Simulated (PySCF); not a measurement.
C5H4F2O, SMILES F[C@H]1C(OC=C1F)=C.

Geometry: PBE-D3(BJ)/def2-SVP. The structure was generated by enumeration; whether it is a known compound was not checked. One conformer was computed; it need not be the lowest.

All values below come from PBE/def2-TZVP (PySCF).

Isolated molecule, no solvent.

Estimate the frontier levels, gap, dipole moment. (Estimate from the structure and the level; the computed values follow.)


```yaml
highest_occupied_level: -5.61 eV
lowest_empty_level: -2.13 eV
orbital_gap: 3.48 eV
dipole_moment: 1.74 D
quadrupole, principal values (traceless, Buckingham form, about the centre of nuclear charge): -6.25, -1.47, 7.72 D·Å
```
